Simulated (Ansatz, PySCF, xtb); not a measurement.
Noncovalent pair: digermane (SMILES [GeH3][GeH3]) (first 8 atoms) with CH4 (SMILES C); geometry from B3LYP-D3(BJ)/def2-TZVP, rigid monomers moved along the line of their centres of mass till Ge1···C9 is 3.60 Å.
(charge 0, multiplicity 1):
```
atom    x (Å)    y (Å)    z (Å)
----  -------  -------  -------
Ge    -0.1882  -1.4085   0.6535
Ge    -0.3699   0.9892   0.2595
H      0.1695  -2.1320  -0.6575
H     -1.5251  -1.9702   1.1695
H      0.9045  -1.7129   1.6910
H      1.0286   1.6173   0.1209
H     -1.1031   1.6820   1.4201
H     -1.1531   1.2549  -1.0389
C      0.3719   0.2786   3.7891
H     -0.6449   0.1820   3.4115
H      0.7842  -0.7108   3.9805
H      0.9869   0.7906   3.0503
H      0.3609   0.8552   4.7130
```

Interaction energies are E(AB) − E(A) − E(B) at the monomers' geometry in the complex; basis-set methods are counterpoise corrected. Rows marked so take none.

Rows in 6-31G* carry no dispersion term and start afresh at each structure (6-31G* with six Cartesian d functions); the Pople sets are all-electron and without relativity.

Codes used: Ansatz (a quantum-chemistry and plane-wave program) with Gaussian orbitals; PySCF for 6-31G* rows; xtb for the GFN methods. 

**Question.** One of these levels gives 5.7 kJ/mol for the interaction energy. Which?
A. PBE/def2-TZVPPD
B. BP86/6-31G* (no counterpoise)
C. HF/aug-cc-pVDZ
D. GFN1-xTB

**Answer.** A, PBE/def2-TZVPPD. The others give -12.7 (GFN1-xTB), 14.3 (HF/aug-cc-pVDZ), 10.1 (BP86/6-31G* (no counterpoise))
